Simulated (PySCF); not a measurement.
H8PSi3 (SMILES [SiH2]P([SiH3])[SiH3]), doublet, at a GFN2-xTB geometry; MP2/6-31G run with PySCF.

Input for PySCF:
```python
from pyscf import gto, scf, mp

mol = gto.Mole()
mol.atom = '''
    Si   -0.535535    1.956597   -0.184336
    P    -0.182971   -0.034554    0.705854
    Si    1.951197   -0.441714    0.238647
    Si   -1.280427   -1.379528   -0.680484
    H    -1.971151    2.238382   -0.070046
    H     0.197300    2.938481    0.622512
    H     2.244489   -1.787097    0.725983
    H     2.725045    0.566560    0.957287
    H     2.221699   -0.353816   -1.197990
    H    -2.682846   -0.979430   -0.606035
    H    -0.795640   -1.255988   -2.056867
    H    -1.087626   -2.743759   -0.196230
'''
mol.basis = '6-31g'
mol.charge = 0
mol.spin = 1
mol.verbose = 5
mol.build()

mf = scf.UHF(mol)
mf.kernel()

pt = mp.MP2(mf, frozen=20)
pt.kernel()
print('E(MP2) = %.10f' % pt.e_tot)
mf.analyze()
```

**Question.** Predict the main parts of the log of this PySCF run.

**Answer.** 
```
PySCF version 2.14.0

[INPUT] verbose = 5
[INPUT] max_memory = 4000
[INPUT] num. atoms = 12
[INPUT] num. electrons = 65
[INPUT] charge = 0
[INPUT] spin (= nelec alpha-beta = 2S) = 1
[INPUT] symmetry False subgroup None
[INPUT] Mole.unit = angstrom
[INPUT] Symbol           X                Y                Z      unit          X                Y                Z       unit  Magmom
[...]
[INPUT] ---------------- BASIS SET ----------------
[INPUT] l, kappa, [nprim/nctr], expnt,             c_1 c_2 ...
[INPUT] H
[...]
                                2.8253937         0.23472695
                                0.6401217         0.81375733
[...]
[INPUT] Si
[...]
                                2425.58           0.0149288
                                553.867           0.0728478
                                156.34            0.24613
                                50.0683           0.485914
                                17.0178           0.325002
[...]
                                69.8731           -0.0357146
                                22.3363           -0.114985
                                8.15039           0.0935634
                                3.13458           0.603017
                                1.22543           0.418959
[...]
                                0.572922          0.00431572
                                0.222192          1.09818
[...]
                                69.8731           0.0326679
                                22.3363           0.134721
                                8.15039           0.328678
                                3.13458           0.44964
                                1.22543           0.261372
[...]
                                0.572922          0.253539
                                0.222192          0.800669
[...]
[INPUT] P
[...]
                                2909.42           0.0142062
                                661.364           0.0699995
                                185.759           0.240079
                                59.1943           0.484762
                                20.031            0.3352
[...]
                                81.0101           -0.0360499
                                25.878            -0.116631
                                9.45221           0.0968328
                                3.66566           0.614418
                                1.46746           0.403798
[...]
                                0.748997          0.0328517
                                0.283145          1.08125
[...]
                                81.0101           0.0336936
                                25.878            0.139755
                                9.45221           0.339362
                                3.66566           0.450921
                                1.46746           0.238586
[...]
                                0.748997          0.274058
                                0.283145          0.785421
[...]
nuclear repulsion = 334.620349059669
number of shells = 44
number of NR pGTOs = 216
number of NR cGTOs = 68
basis = 6-31g
ecp = {}

******** <class 'pyscf.scf.uhf.UHF'> ********
method = UHF
initial guess = minao
damping factor = 0
level_shift factor = 0
DIIS = <class 'pyscf.scf.diis.CDIIS'>
diis_start_cycle = 1
diis_space = 8
diis_damp = 0
SCF conv_tol = 1e-09
SCF conv_tol_grad = None
SCF max_cycles = 50
direct_scf = True
direct_scf_tol = 1e-13
number electrons alpha = 33  beta = 32
Set gradient conv threshold to 3.16228e-05
E1 = -2346.7599992520018  E2 = 800.2167036826586  Ecoul = 886.5534296567635  Exc = -86.33672597410487
init E= -1211.92294650967
cond(S) = 560.2272574634377

  alpha mo_energy =
[-7.99389109e+01 -6.87453122e+01 -6.87452737e+01 -6.87401940e+01
 -7.52566644e+00 -6.13679948e+00 -6.13643684e+00 -6.12706477e+00
 -5.40528965e+00 -5.40522115e+00 -5.40374093e+00 -4.22408903e+00
 -4.22402531e+00 -4.22394566e+00 -4.22389905e+00 -4.22310751e+00
[...]
converged SCF energy = -1211.91916227715  <S^2> = 0.75511959  2S+1 = 2.0051131
E(UMP2) = -1212.12664429436  E_corr = -0.207482017215769
E(SCS-UMP2) = -1212.14131634254  E_corr = -0.222154065397763
E(MP2) = -1212.1266442944
Total Energy =                       -1211.919162277145460
[...]

 ** Mulliken spin pop alpha/beta on meta-lowdin orthogonal AOs **
 ** Mulliken Spin Density (per AO)  **
spin_pop of  0 Si 1s       -0.00000
spin_pop of  0 Si 2s        0.00003
spin_pop of  0 Si 3s        0.17176
spin_pop of  0 Si 4s        0.00444
spin_pop of  0 Si 2px      -0.00000
spin_pop of  0 Si 2py      -0.00000
spin_pop of  0 Si 2pz       0.00000
spin_pop of  0 Si 3px       0.08398
spin_pop of  0 Si 3py       0.01564
spin_pop of  0 Si 3pz       0.65700
spin_pop of  0 Si 4px       0.00009
spin_pop of  0 Si 4py       0.00039
spin_pop of  0 Si 4pz      -0.00068
spin_pop of  1 P 1s        0.00000
spin_pop of  1 P 2s        0.00007
spin_pop of  1 P 3s        0.00093
spin_pop of  1 P 4s        0.00042
spin_pop of  1 P 2px      -0.00000
spin_pop of  1 P 2py       0.00000
spin_pop of  1 P 2pz       0.00000
spin_pop of  1 P 3px      -0.00026
spin_pop of  1 P 3py       0.01204
spin_pop of  1 P 3pz       0.07400
spin_pop of  1 P 4px       0.00008
spin_pop of  1 P 4py       0.00006
spin_pop of  1 P 4pz       0.00132
spin_pop of  2 Si 1s        0.00000
spin_pop of  2 Si 2s       -0.00000
spin_pop of  2 Si 3s        0.00083
spin_pop of  2 Si 4s        0.00017
spin_pop of  2 Si 2px       0.00000
spin_pop of  2 Si 2py       0.00000
spin_pop of  2 Si 2pz      -0.00000
spin_pop of  2 Si 3px      -0.00086
spin_pop of  2 Si 3py       0.00065
spin_pop of  2 Si 3pz      -0.00034
spin_pop of  2 Si 4px       0.00014
spin_pop of  2 Si 4py       0.00008
spin_pop of  2 Si 4pz      -0.00014
spin_pop of  3 Si 1s        0.00000
spin_pop of  3 Si 2s       -0.00000
spin_pop of  3 Si 3s        0.00052
spin_pop of  3 Si 4s        0.00017
spin_pop of  3 Si 2px       0.00000
spin_pop of  3 Si 2py       0.00000
spin_pop of  3 Si 2pz      -0.00000
spin_pop of  3 Si 3px       0.00155
spin_pop of  3 Si 3py      -0.00060
spin_pop of  3 Si 3pz      -0.00219
spin_pop of  3 Si 4px       0.00002
spin_pop of  3 Si 4py       0.00018
spin_pop of  3 Si 4pz      -0.00016
spin_pop of  4 H 1s       -0.01078
spin_pop of  4 H 2s        0.00021
spin_pop of  5 H 1s       -0.00971
spin_pop of  5 H 2s        0.00022
spin_pop of  6 H 1s       -0.00199
spin_pop of  6 H 2s       -0.00005
spin_pop of  7 H 1s       -0.00045
spin_pop of  7 H 2s        0.00000
spin_pop of  8 H 1s        0.00173
spin_pop of  8 H 2s        0.00018
spin_pop of  9 H 1s       -0.00040
spin_pop of  9 H 2s        0.00000
spin_pop of  10 H 1s        0.00154
spin_pop of  10 H 2s        0.00017
spin_pop of  11 H 1s       -0.00197
spin_pop of  11 H 2s       -0.00005
 ** Mulliken Spin Density (per atom)  **
spin density of  0 Si =      0.93265
spin density of  1 P =      0.08868
spin density of  2 Si =      0.00053
spin density of  3 Si =     -0.00051
spin density of  4 H =     -0.01056
spin density of  5 H =     -0.00949
spin density of  6 H =     -0.00204
spin density of  7 H =     -0.00045
spin density of  8 H =      0.00191
spin density of  9 H =     -0.00039
spin density of  10 H =      0.00171
spin density of  11 H =     -0.00202
 ** Mulliken pop alpha/beta on meta-lowdin orthogonal AOs **
 ** Mulliken pop       alpha | beta **
In total            33.00000 | 32.00000
 ** Mulliken atomic charges   ( Nelec_alpha | Nelec_beta ) **
charge of  0Si =      0.21547  (     7.35859      6.42594 )
charge of  1P =     -0.33594  (     7.71231      7.62363 )
charge of  2Si =      0.37152  (     6.81450      6.81397 )
charge of  3Si =      0.37058  (     6.81445      6.81496 )
charge of  4H =     -0.06865  (     0.52904      0.53961 )
charge of  5H =     -0.06814  (     0.52932      0.53882 )
charge of  6H =     -0.07472  (     0.53634      0.53838 )
charge of  7H =     -0.07427  (     0.53691      0.53736 )
charge of  8H =     -0.09336  (     0.54763      0.54572 )
charge of  9H =     -0.07434  (     0.53697      0.53737 )
charge of  10H =     -0.09371  (     0.54771      0.54600 )
charge of  11H =     -0.07446  (     0.53622      0.53824 )
Dipole moment(X, Y, Z, Debye):  0.61889, -0.27827, -1.81367
```
